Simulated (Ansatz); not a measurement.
```xyz
8

Br   -1.5805   -0.4635    1.5155
C    -0.3403    0.5447    0.4194
C     0.3399   -0.2980   -0.6197
Br    1.5833   -1.5758    0.1401
H    -0.9346    1.3183   -0.0676
H     0.3712    1.0064    1.1005
H    -0.3714   -0.8708   -1.2105
H     0.9323    0.3386   -1.2776
```

Total charge 0; spin multiplicity 1.

(1) List the PBE0/def2-TZVPP orbital energies in eV (Ansatz). (An estimate is asked.)

Answers

(1) Computed: Occupied: -13150.08, -13150.08, -1704.97, -1704.97, -1535.55, -1535.55, -1535.45, -1535.45, -1535.45, -1535.45, -280.23, -280.22, -238.80, -238.80, -179.24, -179.24, -178.93, -178.93, -178.92, -178.92, -72.72, -72.72, -72.63, -72.63, -72.63, -72.63, -72.38, -72.38, -72.38, -72.38, -23.94, -22.12, -20.10, -17.42, -13.78, -13.45, -12.29, -10.86, -10.50, -8.30, -8.27, -8.09, -7.90. Lowest empty: -0.39, 0.24, 1.28, 2.24, 2.48, 2.56, 3.59, 4.33.
